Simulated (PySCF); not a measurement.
**Excitation energy of Zn⁺ by level of theory**

Zn⁺ [Ar] 3d10 4s1 (2S) → Zn⁺ [Ar] 3d9 4s1 5s1 (4D), as a difference of total energies. Computed with PySCF 2.14 in aug-cc-pVTZ-DK (8s7p5d3f2g, 93 functions), with the spin-free X2C one-electron Hamiltonian (Gaussian nucleus). Correlated levels: valence: [Ar] frozen. The calculations carry no spin-orbit coupling.

| method | excitation energy (eV) |
| --- | --- |
| UHF | 17.517 |
| LDA | 20.764 |
| PBE | 20.109 |
| PBE0 | 19.700 |
| r2SCAN | 19.975 |
| revPBE | 19.996 |
| B2PLYP | 20.043 |
| MN15 | 20.835 |
| MP2 (valence) | 20.487 |
| SCS-MP2 (valence) | 20.227 |

Problem. How much does correlation contribute at MP2 (valence)?

Solution. 20.487 − (17.517) = 2.970 eV, measured against UHF.

A first-order spin-orbit estimate (lowest level to lowest level, LS coupling) adds -0.137 eV.

The upper state lies above the first ionisation limit, but in LS coupling its spin forbids autoionisation to the ground ion. A Rydberg-like electron needs more diffuse functions than a valence basis has.

The promoted electron is Rydberg-like, and one or two diffuse shells describe it only roughly, which tends to raise the upper state.
